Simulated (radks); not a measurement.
Values are calculated unless marked as measured or tabulated.
Task: The mean radii <r> (bohr) of the occupied orbitals of an atom or ion are listed with their occupations. Level of theory: scalar-relativistic Kohn-Sham, PBE, spin-polarised, spherical densities, finite nucleus; Fermi nuclear charge, rms radius of each element as measured or else 0.836 A^(1/3) + 0.57 fm (a radial shooting solver on a logarithmic mesh with Libxc functionals).

| orbital | occ. | <r> |
|---|---|---|
| 1s | 2 | 0.03705 |
| 2s | 2 | 0.1599 |
| 2p | 6 | 0.1389 |
| 3s | 2 | 0.3913 |

Name the element and its charge. Open shells, if any, are filled with parallel spins first.

Result: Z = 40, zirconium, charge +28: Zr28+ in [Ne] 3s2. The 1s radius gives Z: for a bare nucleus <r> = (2 gamma + 1)/(2Z) with gamma = sqrt(1 - (Z/c)^2), 0.03641 bohr for Z = 40, and screening makes it slightly larger (0.03705 here). The occupations add up to 12, and the charge is Z minus that.
